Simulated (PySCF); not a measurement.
**Electron correlation in Ru (ruthenium, neutral)**

[Kr] 4d7 5s1, high-spin 5F determinant. Calculation: PySCF 2.14, in def2-QZVPPD with the def2 core potential (28 electrons) (7s5p4d4f2g, 88 functions); scalar relativity through the core potential. Frozen: 4s2 4p6; 8 electrons correlated.

MP2 pair energies summed by pair of shells (mhartree):

| pair | energy | share (%) |
| --- | --- | --- |
| 4d-4d | -165.19 | 84.3 |
| 4d-5s | -30.88 | 15.7 |

Total MP2 correlation energy: -196.08 mhartree.

Same-spin part -86.97 and opposite-spin part -109.11 mhartree; SCS-MP2 scales them by 1/3 and 6/5 to -159.92 mhartree.
